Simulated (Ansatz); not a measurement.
Relaxation of C3H3GaO (8 atoms, charge 0, multiplicity 1), to a largest force component of 0.015 eV/Å in at most 40 steps.

The calculation used RKS PBE-D4/def2-SVP in Ansatz.

```xyz
8
Properties=species:S:1:pos:R:3:forces:R:3
C -0.560 -0.804 2.208 -0.45 -0.49 0.71
C 0.007 -0.185 1.341 0.50 0.55 -0.82
C 0.528 0.440 0.190 -0.14 0.22 -2.31
O 1.433 1.255 0.132 1.61 1.28 1.03
Ga -0.054 0.200 -1.789 -0.65 -0.58 0.19
H -1.026 -1.317 2.998 -0.58 -0.65 0.95
H -1.221 -0.866 -1.785 -0.30 -0.22 -0.46
H 0.496 0.911 -3.135 0.01 -0.11 0.71
```

Question: Where does it end, and by what steps?

Answer: It converged. After 36 steps the energy has fallen by 0.565 eV; H7 moved furthest, 1.60 Å.

| step | energy less start (eV) | largest force component (eV/Å) | accepted |
| --- | --- | --- | --- |
| 0 | 0.0000 | 2.313 | yes |
| 2 | -0.4583 | 0.421 | yes |
| 4 | -0.4631 | 0.150 | yes |
| 6 | -0.4638 | 0.018 | yes |
| 8 | -0.4641 | 0.024 | yes |
| 10 | -0.4587 | 0.306 | no |
| 12 | -0.4654 | 0.091 | yes |
| 14 | -0.4669 | 0.097 | yes |
| 16 | -0.4722 | 0.259 | yes |
| 18 | -0.4805 | 0.225 | yes |
| 20 | -0.5095 | 0.338 | yes |
| 22 | -0.5260 | 0.404 | yes |
| 24 | -0.5504 | 0.320 | yes |
| 26 | -0.5593 | 0.258 | yes |
| 28 | -0.5605 | 0.175 | yes |
| 30 | -0.5635 | 0.119 | yes |
| 32 | -0.5647 | 0.057 | yes |
| 34 | -0.5652 | 0.018 | yes |
| 36 | -0.5652 | 0.008 | yes |

```xyz
8
Properties=species:S:1:pos:R:3
C -0.674 -0.455 2.385
C -0.050 -0.192 1.360
C 0.524 0.088 0.073
O 1.709 0.402 -0.122
Ga -0.188 0.117 -1.798
H -1.203 -0.683 3.301
H 0.077 -1.169 -2.667
H -0.592 1.527 -2.371
```

Run time: 69 s on 2 threads of Arm Neoverse V1 (shared host), peak memory 0.14 GiB.
